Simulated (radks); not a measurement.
The numbers below are computed, except where a source is named.
Initial-state core-level shifts of the europium ion Eu3+ when its valence configuration changes from [Xe] 4f6. Level of theory: non-relativistic Kohn-Sham, PBE, spin-unpolarised, spherical densities, point nucleus; relativity is left out, which matters for an element this heavy (a radial shooting solver on a logarithmic mesh with Libxc functionals). Shifts are changes of the shell-averaged eigenvalues in eV (positive: less bound); the change of the density at the nucleus, which sets a Mossbauer isomer shift, is in e/bohr^3, on a base of 1.779e+05.

valence	1s	3p	4d	5p	density at nucleus
4f5.5 6s0.5	-5.916	-6.846	-6.069	-3.092	+12.81
4f5 5d1	-8.438	-10.341	-8.702	-3.114	+9.99
4f5 6s0.5 6p0.5	-12.600	-14.544	-12.853	-6.636	+19.76
4f4.5 6s1.5	-18.715	-21.741	-19.001	-9.403	+42.39
4f5 6s1	-12.164	-14.104	-12.414	-6.231	+26.94
4f2.5 6s1.5 6p2	-49.149	-57.223	-48.874	-23.764	+80.28
4f4.5 6s0.5 6p1	-19.570	-22.605	-19.861	-10.193	+27.19
4f5 6p1	-13.036	-14.984	-13.291	-7.039	+12.57
4f4 6p2	-27.214	-31.421	-27.481	-14.133	+27.01
